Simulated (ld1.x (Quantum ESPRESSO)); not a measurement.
## u(r) = r·R(r): atom against pseudo-atom (lead)

Columns: radius, all-electron u(r) and pseudo u(r) of the 6s shell (level -27.44 eV) of lead in the configuration [Xe] 4f14 5d10 6s2 6p0; PBE, scalar-relativistic, TM scheme, ld1.x (Quantum ESPRESSO) 7.5.

```csv
r (bohr),all-electron,pseudo
0.113,0.1700,-0.0560
0.225,-0.1240,-0.1070
0.338,-0.2374,-0.1502
0.450,0.0390,-0.1825
0.563,0.3069,-0.2049
0.675,0.4046,-0.2208
0.788,0.3461,-0.2362
0.900,0.1927,-0.2580
1.013,-0.0020,-0.2940
1.125,-0.1962,-0.3501
1.238,-0.3714,-0.4307
1.350,-0.5150,-0.5285
1.463,-0.6270,-0.6279
1.575,-0.7068,-0.7068
1.688,-0.7593,-0.7593
1.800,-0.7877,-0.7877
1.913,-0.7969,-0.7969
2.025,-0.7904,-0.7904
2.138,-0.7717,-0.7717
2.250,-0.7441,-0.7441
2.363,-0.7098,-0.7098
2.475,-0.6714,-0.6714
2.588,-0.6299,-0.6299
2.700,-0.5876,-0.5876
2.813,-0.5448,-0.5448
2.925,-0.5029,-0.5029
```

(1) How many radial nodes do the two functions have?

(2) At about which radius was the pseudo-wave matched?

(3) Where does each function peak?

(4) Is the pseudo-wave norm-conserving?

## Answers

(1) The all-electron 6s function has n − l − 1 = 5 (the table is too coarse to show those close to the nucleus); the pseudo-wave has 0, since the states of the same l below it are removed with the core.

(2) 1.60 bohr, where the columns begin to agree (steps of 0.11 bohr).

(3) Outermost all-electron maximum near 1.91 bohr, pseudo maximum near 1.91 bohr (to the table’s step).

(4) Yes: the TM scheme keeps the norm inside the radius equal to the all-electron one, which fixes the energy derivative of the logarithmic derivative at the level.
